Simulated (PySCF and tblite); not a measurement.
Values are calculated unless marked as measured or tabulated.
Stationary points of C$_{5}$H$_{2}$N$_{2}$O$_{2}$ at GFN2-xTB, in Å:

Structure A

```
 1 N    -3.240    0.838   -1.321
 2 C    -2.310    0.281   -0.955
 3 C    -1.125   -0.415   -0.489
 4 O    -1.047   -1.641   -0.507
 5 C    -0.077    0.457   -0.015
 6 C     1.088   -0.090    0.448
 7 O     1.343   -1.379    0.500
 8 C     2.118    0.787    0.914
 9 N     2.921    1.515    1.278
10 H    -0.219    1.524   -0.030
11 H     0.553   -1.873    0.150
```

Structure B

```
 1 N    -1.590   -1.175   -2.160
 2 C    -1.566   -0.712   -1.112
 3 C    -1.547   -0.125    0.225
 4 O    -2.577   -0.001    0.852
 5 C    -0.241    0.282    0.721
 6 C     0.965    0.191    0.103
 7 O     1.278   -0.284   -1.097
 8 C     2.092    0.679    0.839
 9 N     2.973    1.077    1.450
10 H    -0.265    0.710    1.714
11 H     0.516   -0.616   -1.598
```

Structure C

```
 1 N    -2.105    0.374   -2.286
 2 C    -1.858    0.024   -1.225
 3 C    -1.455   -0.396    0.114
 4 O    -2.035   -1.231    0.753
 5 C    -0.243    0.360    0.542
 6 C     1.019    0.001    0.261
 7 O     1.424   -1.084   -0.424
 8 C     2.085    0.831    0.726
 9 N     2.918    1.513    1.111
10 H    -0.435    1.252    1.118
11 H     0.685   -1.646   -0.689
```

Geometries: GFN2-xTB; energies: PBE0/pcSseg-1 + D3(BJ); zero-point and thermal terms from GFN2-xTB harmonic modes (soft modes blended into free rotors).

Q: Which structure is a saddle point, and along which motion?

A: C: one imaginary mode (96i cm⁻¹ at GFN2-xTB, mostly on O7, O4, N1), along the rotation about the C3–C5 bond (torsion C2–C3–C5–C6 from -180° to 0°, rising).

Q: Give their symmetry and energies above the lowest.

A: A Cs, 0.0 kcal/mol; B Cs, 8.1 kcal/mol; C C1, 19.5 kcal/mol.
